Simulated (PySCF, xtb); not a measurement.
C4H7FSi, SMILES F[C@@H]1CC=C1[SiH3].

Harmonic wavenumbers (cm⁻¹) from GFN2-xTB (xtb) at its own minimum, in rising order: 60, 127, 164, 228, 376, 476, 497, 544, 598, 751, 772, 781, 784, 837, 934, 981, 1008, 1057, 1086, 1135, 1175, 1194, 1241, 1291, 1441, 1650, 2250, 2270, 2278, 2931, 2982, 3004, 3121.

Question: What does TPSSh-D3(BJ)/def2-SVP (PySCF) give at its own minimum? (The exact figures need the calculation; the answer reports its results.)

Answer: 93, 130, 166, 236, 377, 482, 516, 647, 692, 769, 879, 917, 936, 950, 958, 966, 1029, 1081, 1121, 1168, 1201, 1234, 1283, 1364, 1458, 1639, 2249, 2256, 2260, 3041, 3054, 3106, 3179. Paired by order, the mean absolute difference is 46 cm⁻¹ and the zero-point energies are 57.2 and 59.2 kcal/mol.
